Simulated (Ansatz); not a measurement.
Reaction (isomerisation): `C[CH](C)[Zn][NH2]` → `[CH3][Zn][N](C)C`

Calculated with Ansatz (gas phase, PBE0-D4/def2-TZVP geometries, no zero-point term in ΔE). CCSD(T)/CBS is the MP2 limit (def2-TZVPP, def2-QZVPP) plus CCSD(T) − MP2 in def2-TZVPP, frozen cores. Functionals use def2-TZVPP. B3LYP here is the variant with VWN-RPA as its local correlation; programs differ in this. For Zn outer-core shells are correlated without core-valence functions, which leaves a few kJ/mol of doubt a bond. Scalar relativity is left out up to krypton. One conformer a species, not always the lowest.

| species | B3LYP-D4 energy (Eh) |
| --- | --- |
| `C[CH](C)[Zn][NH2]` | -1954.02990 |
| `[CH3][Zn][N](C)C` | -1954.01377 |

Q: Work out ΔE.

A: ΔE = (-1954.01377) − (-1954.02990) = 0.01613 Eh = +42.3 kJ/mol. CCSD(T)/CBS gives +51.8 kJ/mol.

Largest T1 diagnostic among the species: 0.014.

At CCSD(T), def2-SVP lies −19.3 kJ/mol from the extrapolated value and def2-TZVPP −3.6 kJ/mol. In def2-TZVPP, CCSD(T) changes the Hartree–Fock value by +8.1 kJ/mol (the triples alone add +0.4 kJ/mol) and MP2 by +12.0 kJ/mol.
